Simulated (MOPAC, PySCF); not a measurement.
C₄H₇NSi, SMILES `C(#N)/C(=C\C)[SiH3]`, neutral singlet in the gas phase. 

Cartesian coordinates (Å):
```xyz
13

C      2.1111    -0.0070     0.0708
C      0.7091    -0.4963     0.1766
C     -0.4064     0.2097    -0.0781
Si    -2.1250    -0.5320     0.0955
C     -0.3232     1.5701    -0.4964
N     -0.3170     2.6727    -0.8373
H      2.6724    -0.6228    -0.6380
H      2.6180    -0.1050     1.0352
H      2.1622     1.0324    -0.2492
H      0.5872    -1.5283     0.4921
H     -2.8315    -0.4854    -1.2031
H     -1.9507    -1.9344     0.5351
H     -2.9062     0.2263     1.0966
```
Charge 0, spin multiplicity 1.

All levels are single points at this geometry (B3LYP-D3(BJ)/def2-TZVP); Pople sets use spherical d functions. Orbital energies aren't observables, and empty levels follow the basis.

PM6 in MOPAC gives HOMO (eV) = -10.48.

Estimate the HOMO (eV) from each of these levels: B3LYP-D3(BJ)/def2-TZVP in PySCF; M06-2X/def2-TZVP in PySCF; PBE-D3(BJ)/def2-TZVP in PySCF; B3LYP/6-31G* in PySCF; SVWN5/6-31G* in PySCF; HF/3-21G in PySCF; AM1 in MOPAC; PM3 in MOPAC.


```
level                            HOMO (eV)
-------------------------------  ---------
B3LYP-D3(BJ)/def2-TZVP in PySCF      -7.77
M06-2X/def2-TZVP in PySCF            -9.14
PBE-D3(BJ)/def2-TZVP in PySCF        -6.90
B3LYP/6-31G* in PySCF                -7.49
SVWN5/6-31G* in PySCF                -6.75
HF/3-21G in PySCF                   -10.18
AM1 in MOPAC                        -10.26
PM3 in MOPAC                         -9.96
```
